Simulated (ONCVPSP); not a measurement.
**Sb (Z = 51): variants of one ONCV potential**

Base potential:

```
Element                 : antimony (Sb)
Generator               : ONCVPSP 4.0.1
Type                    : optimised norm-conserving Vanderbilt (ONCV)
Functional              : Wu-Cohen
Relativity              : scalar-relativistic
Frozen core             : [Kr]
Valence charge          : 15
Reference configuration : 4d10 5s2 5p1.5 (charge +1.5)
Partial waves           : 5s: rc 1.70 bohr, ncon 4, nbas 9, qcut 3.5 1/bohr, 2 projectors, debl 2.5 Ha; 5p: rc 1.95 bohr, ncon 4, nbas 7, qcut 4.8 1/bohr, 3 projectors, debl 0.4 Ha; 4d: rc 1.45 bohr, ncon 4, nbas 9, qcut 12.2 1/bohr, 2 projectors, debl 1.5 Ha
Local potential         : polynomial inside 1.00 bohr (lpopt 5, dvloc0 -1 Ha)
Core correction         : none
```

In the p channel the program set the typed energies aside and used -0.588, 0.250, 0.650 Ha. In the d channel the program set the typed energies aside and used -1.718, 0.250 Ha.

All-electron outer shells of the reference configuration (Wu-Cohen, scalar-relativistic, ld1.x):

```
shell  level (eV)  outermost node (bohr)  outermost maximum (bohr)
   4s     -162.05                   0.39                      0.73
   4p     -115.04                   0.39                      0.76
   4d      -46.76                   0.38                      0.84
   5s      -25.05                   0.95                      1.86
   5p      -16.01                   1.04                      2.21
```

Cutoffs, loose and tight: the cutoffs (Ha) at which the residual kinetic energy of the hardest occupied pseudo-wave falls to 1 and 0.1 mHa per electron. They do not see the model core or the augmentation charge, which bear on the density cutoff. Test errors are all-electron minus pseudo excitation energies from the reference, over the configurations 4d10 5s2 5p3; 4d10 5s2 5p2; 4d10 5s2 5p1; 4d10 5s2 5p0. A dash means not determined; rows that change the core or the reference have their own tests.

A true bound ghost makes a file unfit for plane-wave use even where its test errors are small: the radial tests pick states by their node count and pass the ghost by.

| change | outcome | cutoff, loose | cutoff, tight | bound ghosts | GHOST(+) flags above zero | largest test error (meV) |
| --- | --- | --- | --- | --- | --- | --- |
| base | generated, projector energies reset by the program | 46 Ha | 54 Ha | s, p | s, p | -13 |
| local potential polynomial inside 1.00 bohr (lpopt 5, dvloc0 4.5 Ha) | generated, projector energies reset by the program | 46 Ha | 54 Ha | s, p | p | -13 |
| d: nproj 1 | generated, projector energies reset by the program | 46 Ha | 54 Ha | s, p | s, p | -13 |
| core correction polynomial model core, fcfact 0.65 | generated, projector energies reset by the program | 46 Ha | 54 Ha | s, p | s, p | -11 |
